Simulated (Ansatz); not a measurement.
Born–Oppenheimer molecular dynamics of C$_{2}$H$_{7}$AlOSi (12 atoms, charge 0, multiplicity 1). It starts from a relaxed structure.

Method: RKS PBE0-D4/STO-3G in Ansatz.

| Item | Value |
| --- | --- |
| ensemble | NVE (velocity Verlet) |
| time step | 0.5 fs |
| steps asked | 250 |
| starting velocities drawn for | 500 K |
| seed | 581107 |

First frame:

```xyz
12
Properties=species:S:1:pos:R:3
C -1.471 0.566 1.686
Al -0.213 0.063 0.343
C 0.751 0.933 -1.090
O 1.295 -0.265 -1.787
Si 0.870 -1.611 -0.721
H -1.314 1.591 2.034
H -1.432 -0.089 2.562
H -2.494 0.515 1.297
H 0.164 1.536 -1.814
H 1.587 1.595 -0.775
H 2.081 -2.222 -0.192
H 0.254 -2.667 -1.509
```

How far do the bonds stretch over the last three quarters of this one trajectory? (Pairs bonded in most of those frames.)


| bond | mean (Å) | spread (Å) | shortest | longest |
| --- | --- | --- | --- | --- |
| C1–Al2 | 1.917 | 0.021 | 1.89 | 1.96 |
| C1–H6 | 1.096 | 0.016 | 1.07 | 1.12 |
| C1–H7 | 1.096 | 0.015 | 1.07 | 1.12 |
| C1–H8 | 1.098 | 0.029 | 1.05 | 1.14 |
| Al2–C3 | 1.936 | 0.014 | 1.91 | 1.97 |
| Al2–Si5 | 2.273 | 0.049 | 2.18 | 2.34 |
| C3–O4 | 1.486 | 0.020 | 1.45 | 1.52 |
| C3–H9 | 1.119 | 0.041 | 1.05 | 1.19 |
| C3–H10 | 1.113 | 0.032 | 1.05 | 1.17 |
| O4–Si5 | 1.772 | 0.028 | 1.73 | 1.82 |
| Si5–H11 | 1.467 | 0.064 | 1.37 | 1.56 |
| Si5–H12 | 1.457 | 0.013 | 1.43 | 1.49 |

Mean temperature of the second half: 268 K. The conserved energy stayed within 0.47 meV per atom of its start (net change 0.33 meV per atom), so the integration is sound. Over the second half the temperature averaged 0.54 of the 500 K drawn at the start: a run that starts near a minimum puts about half its kinetic energy into the potential. A run of 0.12 ps of so small a system gives no equilibrium averages. Limits of this set-up: minimal basis.

Run time: 17 min on 1 thread of Arm Neoverse N1, on a shared host, peak memory 0.11 GiB.
